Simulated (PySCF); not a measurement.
# Excitation energy of Au⁺ by level of theory

Au⁺ [Xe] 4f14 5d10 (1S) → Au⁺ [Xe] 4f14 5d9 6p1 (high-spin determinant), as a difference of total energies. All numbers are calculated (PySCF 2.14, a scalar-relativistic core potential, in aug-cc-pwCVDZ-PP with ECP60MDF (6s6p5d3f, 70 functions)). Correlated levels: valence and next inner shell: nothing frozen outside the core potential. The calculations carry no spin-orbit coupling.

| method | excitation energy (eV) |
| --- | --- |
| UHF | 8.269 |
| MP2 (valence and next inner shell) | 9.181 |
| SCS-MP2 (valence and next inner shell) | 9.144 |
| CCSD (valence and next inner shell) | 8.857 |
| CCSD(T) (valence and next inner shell) | 8.855 |

Problem. How much does correlation contribute at CCSD(T) (valence and next inner shell)?

Solution. 8.855 − (8.269) = 0.586 eV, measured against UHF.

The determinant of the upper state mixes LS terms, which raises its energy above the lowest term, most at the Hartree-Fock and MP2 levels.
